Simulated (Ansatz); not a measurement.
A nudged elastic band was laid between two geometries of AlH₈N₃ (12 atoms, charge 0, multiplicity 1).

Theory: RKS LDA/6-31G* in Ansatz 0.2.0.

* movable images: 5
* climbing image: yes
* spring: 5.0 eV/Å²
* optimiser: quadratic models (default)
* start path: through a guess of the saddle point
* force threshold: 0.05 eV/Å
* iteration limit: 60
* end points: relaxed

First end point:

```xyz
12
Properties=species:S:1:pos:R:3
Al -0.008 0.052 0.114
H -0.106 -0.999 1.342
N 1.588 0.262 -0.754
H 2.370 -0.328 -0.454
H 1.606 0.293 -1.778
N -1.489 0.397 -0.900
H -2.355 -0.092 -0.656
H -1.414 0.390 -1.922
N 0.039 1.855 1.039
H 0.925 2.238 0.670
H -0.761 2.338 0.599
H 0.000 1.939 2.063
```

Last end point:

```xyz
12
Properties=species:S:1:pos:R:3
Al -0.047 0.739 -0.622
H 0.520 0.275 3.018
N 1.482 -0.106 -0.932
H 1.710 -0.604 -1.792
H 2.239 -0.184 -0.253
N -1.537 0.277 -1.469
H -1.710 -0.646 -1.868
H -2.340 0.890 -1.611
N -0.085 2.045 0.589
H 0.724 2.604 0.860
H -0.926 2.369 1.068
H 0.366 0.687 2.375
```

Q: What changes between the two ends?

A: Bonds broken: Al1–H2, N9–H12. Bonds formed: H2–H12. AlH8N3 becomes AlH6N3 + H2.

Q: Give the energies along the band, and the barrier.

A: The forces met the threshold. The highest image is number 2 of 0 to 6, 1.11 eV above the first end and 0.46 eV above the last; the last end lies 0.65 eV above the first. The profile has 2 maxima (images 2, 4) with wells between them (image 3): this band takes more than one step, which may be the mechanism or a detour left from its start path. A vibrational analysis at the climbing image gives one clearly imaginary mode, 934i cm⁻¹: a first-order saddle point. The orbitals stay closed-shell, which can raise the energy where a bond breaks towards radicals; this wasn't checked here.

```
image  path coordinate (Å)  energy (eV)  Al1–H2 (Å)  N9–H12 (Å)  H2–H12 (Å)
    0                 0.00         0.00        1.62        1.03        3.03
    1                 1.47         0.11        1.63        1.03        2.42
    2                 2.95         1.11        1.88        1.44        1.01
    3                 4.47         0.66        3.19        2.28        0.78
    4                 5.99         0.77        2.83        2.44        0.78
    5                 7.52         0.67        3.23        2.37        0.78
    6                 9.04         0.65        3.71        2.29        0.78
```

Q: What is the geometry of the highest image?

A: 
```xyz
12
Properties=species:S:1:pos:R:3
Al 0.049 0.516 -0.191
H -0.291 -0.104 1.549
N 1.614 0.102 -0.928
H 1.793 -0.799 -1.374
H 2.487 0.612 -0.787
N -1.529 0.087 -0.904
H -2.230 -0.454 -0.396
H -1.709 0.057 -1.908
N 0.102 2.092 0.845
H 0.969 2.578 1.100
H -0.672 2.760 0.760
H -0.188 0.899 1.597
```

The band took 24 iterations and about 4 core-minutes.

Time of the run: 3.6 min on 1 thread of Arm Neoverse V2 (shared host), peak memory 0.12 GiB.
